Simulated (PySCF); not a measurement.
# Spin states of MgBi

Unrestricted PBE0; PySCF, scalar-relativistic core potentials, basis sets Mg def2-SVPD, Bi def2-SVPD with ECP60. Outer shells of the fragments: Mg 3s2; Bi 5d10 6s2 6p3.

Followed along the bond (rough minima from three points):

```csv
2Ms+1,unpaired,⟨S²⟩ at the start,R at minimum (Å),Te (eV)
4,"σ ↑, π ↑↑",3.76,2.97,0.00
2,"σ ↓, π ↑↑",1.76,2.89,0.20
2,"σ ↑, π ↑↓",1.76,2.91,0.42
2,π ↑,0.82,2.67,0.47
2,σ ↑,0.76,2.90,1.25
```

Solutions found at the starting distance of 2.815 Å, counted from the lowest of them; the search is not exhaustive and high or unbound solutions are not listed, so other states can lie among these:

```csv
2Ms+1,unpaired,term,E (eV),⟨S²⟩,⟨Lz²⟩,μ (D)
4,"σ ↑, π ↑↑",⁴Σ⁻,0.00,3.76,0.00,-0.68
2,"σ ↓, π ↑↑",mixed,0.19,1.76,0.00,-1.00
2,"σ ↑, π ↑↓",mixed,0.41,1.76,2.01,-0.84
2,π ↑,²Π,0.49,0.82,1.01,-4.31
2,σ ↑,mixed,1.24,0.76,2.00,-0.72
4,"σ ↑↑, π ↑",⁴Π,1.85,3.76,1.02,-2.53
4,π ↑↑↑,⁴Π,2.31,3.76,1.00,-0.31
2,π ↑,²Π,2.77,0.75,1.00,4.63
```

A term symbol is given only where ⟨S²⟩ and ⟨Lz²⟩ are close to those of a pure state; real π, δ and φ orbitals otherwise mix terms. A positive dipole means Mg(−)Bi(+).

These are scalar-relativistic numbers at best; spin–orbit coupling would shift them, the dissociation energy most. Counting both spins, an empty level lies below a filled one in some of these solutions, because spin and occupation are held.
